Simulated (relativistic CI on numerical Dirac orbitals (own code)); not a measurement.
# Electric-dipole lines of Nd LIII

Computed by Dirac-Coulomb-Breit CI, orbitals from a KLI potential per configuration, QED by a radiative potential, unscaled Slater integrals (own radial code, finite nucleus).

CI space (outside the closed core 1s2): 2s²2p⁴, 2s2p⁵, 2p⁶, 2p⁵3s, 2p⁵3p, 2p⁵3d, 2s²2p³3s, 2s²2p³3p, 2s²2p³3d, 2s2p⁴3s, 2s2p⁴3p, 2s2p⁴3d, 2s²2p³4s, 2s²2p³4p, 2s²2p³4d, 2s²2p³4f, 2s2p⁴4s, 2s2p⁴4p, 2s²2p²3s², 2s2p⁴4d, 2s2p⁴4f, 2s²2p²3s3p, 2s²2p³5s, 2s²2p³5p, 2s²2p²3s3d, 2s²2p³5d, 2s²2p²3p², 2s²2p³5f, 2s²2p³5g, 2s²2p²3p3d, 2s2p³3s², 2s²2p²3d², 2s2p³3s3p, 2s2p³3s3d, 2s2p³3p², 2s2p⁴5s. Levels of other configurations are missing.

```
λ vac (Å)               Lower                Upper   A (s⁻¹)  log gf  S velocity/length
   1.9123      2s²2p⁴ ³P2 [1]   2s²2p³3d ³S°1 [66]  7.16e+14    0.07               0.99
   1.9124      2s²2p⁴ ³P2 [1]   2s²2p³3d ³F°3 [64]  4.08e+14    0.19               1.00
   1.9132      2s²2p⁴ ³P2 [1]   2s²2p³3d ³P°2 [62]  5.58e+14    0.19               0.99
   1.9151      2s²2p⁴ ¹D2 [4]   2s2p⁴3p ³F°3 [133]  5.60e+14    0.33               0.99
   1.9191      2s2p⁵ ³P°2 [5]    2s2p⁴3d ³D3 [171]  4.91e+14    0.28               0.99
   1.9193      2s2p⁵ ³P°2 [5]    2s2p⁴3d ³P2 [170]  6.31e+14    0.24               0.98
   1.9207      2s2p⁵ ¹P°1 [6]    2s2p⁴3d ¹D2 [184]  5.44e+14    0.18               0.99
   1.9209      2s2p⁵ ³P°2 [5]    2s2p⁴3d ³S1 [167]  8.31e+14    0.14               0.97
   1.9226      2s²2p⁴ ³P2 [1]   2s²2p³3d ³G°3 [54]  4.49e+14    0.24               1.00
   2.0618      2s²2p⁴ ³P1 [3]   2s²2p³3d ³P°2 [81]  4.65e+14    0.17               1.00
   2.0668      2s²2p⁴ ¹D2 [4]   2s²2p³3d ³F°3 [82]  5.50e+14    0.39               1.00
   2.0682      2s²2p⁴ ³P0 [7]  2s²2p³3d ³D°1 [145]  1.30e+15    0.40               1.00
   2.0689      2s2p⁵ ³P°2 [5]    2s2p⁴3d ³D3 [115]  5.40e+14    0.38               0.99
   2.0723      2s²2p⁴ ³P2 [1]   2s²2p³3d ³D°3 [25]  9.31e+14    0.62               1.00
   2.0734      2s²2p⁴ ¹D2 [4]   2s²2p³3d ¹D°2 [77]  7.46e+14    0.38               0.99
   2.0735      2s2p⁵ ³P°1 [9]    2s2p⁴3d ³D2 [194]  9.52e+14    0.49               0.98
   2.0739      2s²2p⁴ ³P1 [3]   2s²2p³3d ³D°2 [73]  6.68e+14    0.33               1.00
   2.0744      2s²2p⁴ ¹D2 [4]   2s²2p³3d ¹F°3 [75]  5.72e+14    0.41               1.00
   2.0770      2s²2p⁴ ³P2 [1]   2s²2p³3d ³D°2 [24]  4.21e+14    0.13               0.99
   2.0830      2s2p⁵ ¹P°1 [6]    2s2p⁴3d ¹D2 [118]  9.90e+14    0.51               0.99
   2.0849      2s²2p⁴ ¹S0 [2]   2s²2p³3d ³D°1 [26]  5.75e+14    0.05               1.00
   2.0916        2p⁶ ¹S0 [10]     2p⁵3d ¹P°1 [210]  1.21e+15    0.38               0.98
   2.0917      2s2p⁵ ³P°2 [5]    2s2p⁴3d ³D3 [103]  4.32e+14    0.30               0.99
   6.0868   2s²2p³3p ³D3 [15]  2s²2p³4d ³F°4 [227]  5.60e+13    0.45               1.00
   6.3095  2s²2p³3d ³D°2 [19]   2s²2p³4f ³F3 [232]  8.85e+13    0.57               0.99
   6.3245  2s²2p³3d ³F°3 [20]   2s²2p³4f ³G4 [234]  1.03e+14    0.75               1.00
   6.4162  2s²2p³3d ³F°4 [23]   2s²2p³4f ³G5 [239]  1.13e+14    0.88               1.00
   6.4187  2s²2p³3d ³G°5 [70]   2s²2p³4f ³H6 [306]  1.12e+14    0.95               1.00
   6.4478  2s²2p³3d ³D°2 [24]   2s²2p³4f ³F3 [238]  9.06e+13    0.60               0.99
   6.4951  2s²2p³3d ³D°3 [25]   2s²2p³4f ³F4 [237]  1.01e+14    0.76               0.99
```

Terms are leading LS components. Brackets give the number of a level in order of energy, since labels repeat. The list gives strong lines, with weight on those to low levels, among the lowest 400 of 1493 levels, so that lines to higher ones, which can be the strongest, are missing. Levels whose partners in the same complex of configurations lie outside the list can be far off, and so can their lines. Rates are taken at the computed energies, electric ones in the length gauge. A velocity-to-length ratio far from 1 marks an uncertain rate.

At this charge energies of transitions that change n are usually good to better than 1 %, and those within a shell (Δn = 0) to a few per cent.

LS names give the leading component of a level, which can be under half, so a name can repeat, a term be missing and a line seem to break the LS rules.
